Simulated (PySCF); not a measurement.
**MS for M along the fourth-period p block**

PBE0 with triple-zeta basis sets in PySCF, for the lowest determinant that a PBE0 search found; no spin–orbit coupling. De refers to high-spin ground-configuration atoms. A positive dipole means M(−)S(+).

```
 M       basis  state (unpaired electrons)  Re (Å)  ωe (cm⁻¹)  De (eV)  μ (D)
Ga  def2-TZVPP               doublet (σ ↑)   2.070        469     3.74  -3.39
Ge  def2-TZVPP      singlet (closed shell)   2.014        593     5.66  -2.21
As  def2-TZVPP               doublet (π ↑)   2.011        602     3.96  -1.30
Se  def2-TZVPP              triplet (π ↑↑)   2.028        578     4.11  -0.58
```

The shortest bond is that of AsS (2.011 Å), the longest that of GaS (2.070 Å).

The state changes along the series, so neighbouring rows are not always alike in their bonding.

Spin–orbit coupling is left out. States were picked by a PBE0 search and need not be the measured ground states.
